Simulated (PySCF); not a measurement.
## Calculated data, BGeH$_{5}$N, CH$_{7}$BGeN, AlBGeH$_{4}$N, BGeH$_{5}$NO and others

Calculation on a computer-drawn molecule: the log of a Hartree-Fock and frozen-core CCSD(T) single point meant for a local Hartree-Fock minimum, with one planted fault or none, to be diagnosed. Offsets are logged minus clean, where the clean run is the same molecule without the fault. The reference is restricted for singlets and unrestricted otherwise, and also for a bond in bohr or an excited solution. Adding or removing an electron swaps singlet and doublet. The excited solution moves the top pair (singlet) or top alpha electron (doublet) to the lowest empty orbital. Highest occupied and lowest empty are orbital energies over both spins, largest force is the largest gradient component, triples share is (T) over the correlation energy, the T1 limit is 0.02 restricted and 0.045 unrestricted, electrons count all cores, a negative frequency is imaginary (commonest isotopes), and the dipole is about the centre of nuclear charge; on germanium a core potential holds 10 electrons, which the energies leave out, and 3d is frozen in MP2 and coupled-cluster steps. Program: PySCF 2.14.0.

Common to all runs: meant basis and core potential on germanium cc-pVDZ-PP ECP10MDF; logged SCF converged yes; possible faults no fault, one electron removed, one electron added, multiplicity raised by two, geometry at a saddle point, SCF held on an excited solution, minimal basis STO-3G, one bond length entered in bohr, all coordinates scaled.

(1) BGeH$_{5}$N

Logged structure:
```xyz
8
BGeH5N
B      1.6491     0.4158    -0.3837
N      2.4210    -0.0054    -1.3365
Ge     2.1272    -1.6067    -2.5097
H      0.9201     0.7562     0.4663
H      3.2727     0.5053    -1.5363
H      0.8125    -2.1333    -1.9742
H      2.0729    -0.9822    -3.8851
H      3.3452    -2.4476    -2.2033
```

- meant charge: 1
- meant multiplicity: 1
- meant basis: cc-pVDZ
- logged electrons: 47
- logged basis functions: 76
- logged spin squared: 0.761
- logged highest occupied: -23.448 eV
- logged lowest empty: -14.771 eV
- logged largest force: 0.089117 hartree/bohr
- logged dipole magnitude: 10.259 debye
- logged SCF stable within its kind: yes
- logged energy HF: -374.59155 hartree
- planted fault: one electron removed
- HF energy offset from clean run: 375.7 kcal/mol

Drawn bonds:
```csv
atom,other atom,order
1,2,1
2,3,1
1,4,1
2,5,1
3,6,1
3,7,1
3,8,1
```

Notes: coupled-cluster numbers left out as unreliable.

(2) CH$_{7}$BGeN

Logged structure:
```xyz
11
CH7BGeN
B      0.0768     0.6255     1.6345
N     -0.6550     0.1025     0.7076
C     -2.1411    -0.0584     0.7283
Ge     0.2772    -0.5635    -0.9260
H      0.7818     1.0903     2.4451
H     -2.3783    -1.1160     0.6462
H     -2.5624     0.4869    -0.1124
H     -2.5507     0.3331     1.6549
H     -0.3504     0.2751    -2.0178
H     -0.0873    -2.0320    -0.9269
H      1.7331    -0.2576    -0.6301
```

- meant charge: 1
- meant multiplicity: 1
- meant basis: cc-pVDZ
- logged electrons: 56
- logged basis functions: 100
- logged spin squared: 2.0228
- logged highest occupied: -12.141 eV
- logged lowest empty: -6.5482 eV
- logged largest force: 0.14556 hartree/bohr
- logged T1 diagnostic: 0.023506
- logged D1 diagnostic: 0.12679
- logged triples share: 0.027407
- logged CC converged: yes
- logged dipole magnitude: 2.362 debye
- logged SCF stable within its kind: yes
- logged energy HF: -414.06105 hartree
- logged energy CCSD(T): -414.56934 hartree
- planted fault: multiplicity raised by two
- HF energy offset from clean run: 100.8 kcal/mol
- CCSD(T) energy offset from clean run: 119.3 kcal/mol

Drawn bonds:
```csv
atom,other atom,order
1,2,1
2,3,1
2,4,1
1,5,1
3,6,1
3,7,1
3,8,1
4,9,1
4,10,1
4,11,1
```

(3) AlBGeH$_{4}$N

Logged structure:
```xyz
8
AlBGeH4N
B     -0.8187     2.9262     0.6113
N     -0.3179     1.8325     0.2167
Al     0.3538     0.3657    -0.3125
Ge     1.3569    -1.8255    -1.1030
H     -1.2813     3.9367     0.9758
H      2.8509    -1.6447    -0.9070
H      0.9294    -1.9297    -2.5555
H      0.7336    -2.8705    -0.1959
```

- meant charge: 1
- meant multiplicity: 1
- meant basis: cc-pV(D+d)Z
- logged electrons: 60
- logged basis functions: 94
- logged spin squared: 2.0828
- logged highest occupied: -10.106 eV
- logged lowest empty: -6.9272 eV
- logged largest force: 0.080433 hartree/bohr
- logged T1 diagnostic: 0.033835
- logged D1 diagnostic: 0.15807
- logged triples share: 0.029694
- logged CC converged: yes
- logged dipole magnitude: 10.088 debye
- logged SCF stable within its kind: yes
- logged energy HF: -616.401 hartree
- logged energy CCSD(T): -616.78869 hartree
- planted fault: multiplicity raised by two
- HF energy offset from clean run: 112.6 kcal/mol
- CCSD(T) energy offset from clean run: 132.9 kcal/mol

Drawn bonds:
```csv
atom,other atom,order
1,2,1
2,3,2
3,4,1
1,5,1
4,6,1
4,7,1
4,8,1
```

(4) BGeH$_{5}$NO

Logged structure:
```xyz
9
BGeH5NO
B     -0.0749    -1.9888    -4.1708
O     -0.1200    -1.4245    -3.1071
Ge    -0.1934    -0.4325    -1.3064
N     -0.0767     1.2739    -1.6896
H     -0.0309    -2.5344    -5.2041
H      1.0562    -1.0533    -0.7470
H     -1.5665    -0.9155    -0.9302
H      0.7985     1.7494    -1.8039
H     -0.8727     1.8374    -1.9221
```

* meant charge: 1
* meant multiplicity: 1
* meant basis: cc-pVDZ
* logged electrons: 56
* logged basis functions: 90
* logged spin squared: 0
* logged highest occupied: -16.153 eV
* logged lowest empty: -1.5149 eV
* logged largest force: 1.108e-05 hartree/bohr
* logged lowest frequency: 97.79 cm⁻¹
* logged T1 diagnostic: 0.017508
* logged D1 diagnostic: 0.046872
* logged triples share: 0.026934
* logged CC converged: yes
* logged dipole magnitude: 4.58 debye
* logged SCF stable within its kind: yes
* logged energy HF: -450.12491 hartree
* logged energy CCSD(T): -450.6892 hartree
* planted fault: no fault
* HF energy offset from clean run: 0 kcal/mol
* CCSD(T) energy offset from clean run: 0 kcal/mol

Drawn bonds:
```csv
atom,other atom,order
1,2,1
2,3,1
3,4,1
1,5,1
3,6,1
3,7,1
4,8,1
4,9,1
```

(5) BGeH$_{5}$NO

Structure as in entry 4.

* meant charge: 1
* meant multiplicity: 1
* meant basis: cc-pVDZ
* logged electrons: 56
* logged basis functions: 90
* logged spin squared: 2.0254
* logged highest occupied: -8.9012 eV
* logged lowest empty: -5.2958 eV
* logged largest force: 0.11481 hartree/bohr
* logged T1 diagnostic: 0.023495
* logged D1 diagnostic: 0.1103
* logged triples share: 0.026803
* logged CC converged: yes
* logged dipole magnitude: 6.5633 debye
* logged SCF stable within its kind: yes
* logged energy HF: -449.92362 hartree
* logged energy CCSD(T): -450.46151 hartree
* planted fault: multiplicity raised by two
* HF energy offset from clean run: 126.3 kcal/mol
* CCSD(T) energy offset from clean run: 142.9 kcal/mol

Drawn bonds:
```csv
atom,other atom,order
1,2,1
2,3,1
3,4,1
1,5,1
3,6,1
3,7,1
4,8,1
4,9,1
```

(6) CH$_{5}$AlBGe

Logged structure:
```xyz
9
CH5AlBGe
B      0.0192     1.8455    -2.7587
Al    -0.2898     1.5288    -0.6478
C     -0.5526     1.2812     1.1571
Ge    -0.6327     2.5445     2.4302
H      0.0677     0.9001    -3.4811
H      0.1359     2.9590    -3.1651
H     -0.6766     0.2637     1.5280
H     -0.4794     4.0142     2.0860
H     -0.8531     2.2293     3.8929
```

* meant charge: 1
* meant multiplicity: 1
* meant basis: cc-pV(D+d)Z
* logged electrons: 60
* logged basis functions: 99
* logged spin squared: 2.0139
* logged highest occupied: -12.529 eV
* logged lowest empty: -6.5626 eV
* logged largest force: 0.028555 hartree/bohr
* logged T1 diagnostic: 0.022772
* logged D1 diagnostic: 0.090461
* logged triples share: 0.037479
* logged CC converged: yes
* logged dipole magnitude: 2.6045 debye
* logged SCF stable within its kind: yes
* logged energy HF: -600.33482 hartree
* logged energy CCSD(T): -600.73724 hartree
* planted fault: multiplicity raised by two
* HF energy offset from clean run: 66.52 kcal/mol
* CCSD(T) energy offset from clean run: 70.63 kcal/mol

Drawn bonds:
```csv
atom,other atom,order
1,2,1
2,3,1
3,4,2
1,5,1
1,6,1
3,7,1
4,8,1
4,9,1
```

(7) AlBGeH$_{5}$O

Logged structure:
```xyz
9
AlBGeH5O
B     -1.2025    -0.1044     2.5075
Al    -0.6564     0.1421     0.4459
O     -1.1816     1.5190    -0.3751
Ge    -1.4484     2.7070    -1.6514
H     -2.2102    -0.6691     2.8504
H     -0.5246     0.3092     3.4137
H      0.2221    -0.9070    -0.3585
H     -0.8612     4.0508    -1.1792
H     -2.9669     2.8185    -1.8863
```

* meant charge: 0
* meant multiplicity: 2
* meant basis: cc-pV(D+d)Z
* logged electrons: 62
* logged basis functions: 99
* logged spin squared: 0
* logged highest occupied: -13.652 eV
* logged lowest empty: -7.01 eV
* logged largest force: 0.091883 hartree/bohr
* logged T1 diagnostic: 0.028697
* logged D1 diagnostic: 0.1178
* logged triples share: 0.029026
* logged CC converged: yes
* logged dipole magnitude: 5.6161 debye
* logged SCF stable within its kind: yes
* logged energy HF: -637.4643 hartree
* logged energy CCSD(T): -637.93585 hartree
* planted fault: one electron removed
* HF energy offset from clean run: 182.6 kcal/mol
* CCSD(T) energy offset from clean run: 178.9 kcal/mol

Drawn bonds:
```csv
atom,other atom,order
1,2,1
2,3,1
3,4,1
1,5,1
1,6,1
2,7,1
4,8,1
4,9,1
```

Notes: T1 above single-reference limit.

(8) AlBGeH$_{5}$O

Structure as in entry 7.

- meant charge: 0
- meant multiplicity: 2
- meant basis: cc-pV(D+d)Z
- logged electrons: 63
- logged basis functions: 99
- logged spin squared: 0.7679
- logged highest occupied: -4.5963 eV
- logged lowest empty: -3.3376 eV
- logged largest force: 0.076252 hartree/bohr
- logged dipole magnitude: 14.176 debye
- logged SCF stable within its kind: no
- logged energy HF: -637.57341 hartree
- planted fault: SCF held on an excited solution
- HF energy offset from clean run: 114.2 kcal/mol

Drawn bonds:
```csv
atom,other atom,order
1,2,1
2,3,1
3,4,1
1,5,1
1,6,1
2,7,1
4,8,1
4,9,1
```

Notes: coupled-cluster numbers left out as unreliable.

(9) AlBGeH$_{3}$N

Logged structure:
```xyz
7
AlBGeH3N
B     -1.5851     1.8776    -1.0081
Al    -0.0482     2.4205     0.3782
N      1.1269     2.8333     1.4415
Ge     2.3170     3.1174     2.7561
H     -1.4049     1.0076    -1.8087
H     -2.6409     2.4394    -0.9991
H      3.1931     4.2746     2.0541
```

- meant charge: 0
- meant multiplicity: 1
- meant basis: cc-pV(D+d)Z
- logged electrons: 59
- logged basis functions: 89
- logged spin squared: 0.806
- logged highest occupied: -13.618 eV
- logged lowest empty: -5.4418 eV
- logged largest force: 0.048209 hartree/bohr
- logged T1 diagnostic: 0.055793
- logged D1 diagnostic: 0.2738
- logged triples share: 0.036771
- logged CC converged: yes
- logged dipole magnitude: 5.8105 debye
- logged SCF stable within its kind: yes
- logged energy HF: -615.87009 hartree
- logged energy CCSD(T): -616.27865 hartree
- planted fault: ?

Drawn bonds:
```csv
atom,other atom,order
1,2,1
2,3,2
3,4,1
1,5,1
1,6,1
4,7,1
```

Notes: T1 above single-reference limit.

(10) BClGeH$_{3}$

Logged structure:
```xyz
6
BClGeH3
B     -0.8422     2.0910    -0.4759
Ge    -2.4337     1.7817     0.8607
Cl    -2.3789     2.8106     2.6639
H     -0.9711     2.9792    -1.2518
H      0.0894     1.3651    -0.3627
H     -3.6708     0.9131     0.7586
```

* meant charge: 1
* meant multiplicity: 1
* meant basis: cc-pV(D+d)Z
* logged electrons: 56
* logged basis functions: 75
* logged spin squared: 2.0225
* logged highest occupied: -13.322 eV
* logged lowest empty: -9.3559 eV
* logged largest force: 0.052804 hartree/bohr
* logged T1 diagnostic: 0.050412
* logged D1 diagnostic: 0.27656
* logged triples share: 0.033532
* logged CC converged: yes
* logged dipole magnitude: 5.5125 debye
* logged SCF stable within its kind: yes
* logged energy HF: -778.88857 hartree
* logged energy CCSD(T): -779.22959 hartree
* planted fault: ?

Drawn bonds:
```csv
atom,other atom,order
1,2,1
2,3,1
1,4,1
1,5,1
2,6,1
```

Notes: T1 above single-reference limit.

**Q.** Which fault was planted in the run of AlBGeH$_{3}$N (entry 9)?
**A.** one electron removed

**Q.** Which fault was planted in the run of BClGeH$_{3}$ (entry 10)?
**A.** multiplicity raised by two

Further results for AlBGeH$_{3}$N (entry 9):

* HF energy offset from clean run: 140.3 kcal/mol
* CCSD(T) energy offset from clean run: 161.7 kcal/mol

Further results for BClGeH$_{3}$ (entry 10):

- HF energy offset from clean run: 94.21 kcal/mol
- CCSD(T) energy offset from clean run: 92.48 kcal/mol
